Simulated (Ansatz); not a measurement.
Consider the cleavage of the Al–Si bond: `C[SiH](Cl)[Al]([F])[Cl]` + CH₃OH → `C[O][Al]([F])[Cl]` + `C[SiH2]Cl`.

Isolated molecules relaxed with PBE0-D4/def2-TZVP in Ansatz; ΔE leaves out vibrations. CCSD(T)/CBS adds triple-zeta CCSD(T) − MP2 to the extrapolated MP2 energy (def2 sets, frozen cores). This one scheme is used for every species. DFT in def2-TZVPP. Each species was taken in one conformer, which may not be the lowest.

| level | ΔE (eV) |
| --- | --- |
| r2SCAN0-D4 | -1.35 |
| ωB97X-V | -1.32 |

Q: What does CCSD(T)/CBS give? (Estimate.)

A: The calculation gave: -1.34 eV. The listed levels differ from it by -0.01, 0.02 eV.

Largest T1 diagnostic among the species: 0.011.

Leaving LDA and LC-ωPBE aside and taking each functional with its dispersion term where it has one, the values, not all of them listed here, spread over 0.33 eV, from B2PLYP to PBE-D4. LDA lies −0.05 eV from PBE without D4. The D4 term adds +0.03 eV with B3LYP and +0.02 eV with PBE0; it sums over pairs of atoms, weighted by their polarisabilities, and B3LYP, whose exchange is more repulsive, gets the larger term.

B3LYP here is the variant with VWN-RPA as its local correlation; programs differ in this.
